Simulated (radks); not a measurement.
Spherical quantum dot in the effective-mass picture: electrons in a well V = -V0 / (1 + exp((r - R)/a)) with V0 = 30.4, R = 1.81, a = 0.18, with a point charge +2 (a donor) at the centre, all in effective atomic units (hartree* = m*/eps^2 hartree, bohr* = eps/m* bohr), one dielectric constant everywhere. Method: non-relativistic Kohn-Sham, r2SCAN, spin-polarised, spherical densities, generalised Kohn-Sham scheme; computed with a radial shooting solver with Libxc functionals. Levels are named by radial order and angular momentum (1s, 1p, 1d, 2s, ...), and open shells are averaged over m. Results are scaled to m* = 0.051 and eps = 4.1, for which hartree* = 82.56 meV and bohr* = 4.254 nm.

N = 5, configuration 1s2 1p(up 3, down 0). This is the lowest configuration that the search found. Occupied and some empty levels:

level    occupation  eigenvalue (meV)  <r> (nm)
1s up             1           -2269.5     2.968
1s down           1           -2245.7     2.870
1p up             3           -2055.7     4.192
1p down           0           -2022.7     4.166
2s up             0           -1887.5     3.865
2s down           0           -1867.2     3.901
1d up             0           -1854.1     4.750
1d down           0           -1819.9     4.739
1f up             0           -1627.6     5.148
1f down           0           -1592.6     5.138

Energy (meV): total -11635.6, kinetic 1109.4, external -13500, Hartree 1064.5, exchange-correlation -309.10.
